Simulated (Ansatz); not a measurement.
Molecule: CHI2, net charge -1, singlet state. It need not be the lowest isomer of its formula. Whether it binds its extra electron was not tested at this geometry. SMILES: I[CH-]I
Structure (B3LYP-D3(BJ)/def2-TZVP (Ansatz, a program for electronic structure) minimum search):
```
C
H 1 1.1064
I 1 2.3000 2 94.99
I 1 2.3000 2 94.99 3 -108.56
```
Charge -1, spin multiplicity 1.

Parts of the frozen-core correlation energy in STO-3G (Ansatz, hartree). Frozen orbitals: 47; correlated occupied orbitals by spin: 10 and 10; virtual: 3 and 3. Spin-orbit coupling is left out. Past Kr the def2 sets carry scalar-relativistic core potentials. STO-3G rows are all-electron and non-relativistic.

```csv
term,value
reference (HF),-13739.20706
MP2 opposite-spin,?
MP2 same-spin,?
CCSD correlation,?
(T),-0.00175
T1 diagnostic,0.010
largest doubles amplitude,0.069
```

**Question.** Some entries are withheld; supply them.

**Answer.** 
- MP2 opposite-spin, value: -0.05109
- MP2 same-spin, value: -0.00647
- CCSD correlation, value: -0.07543
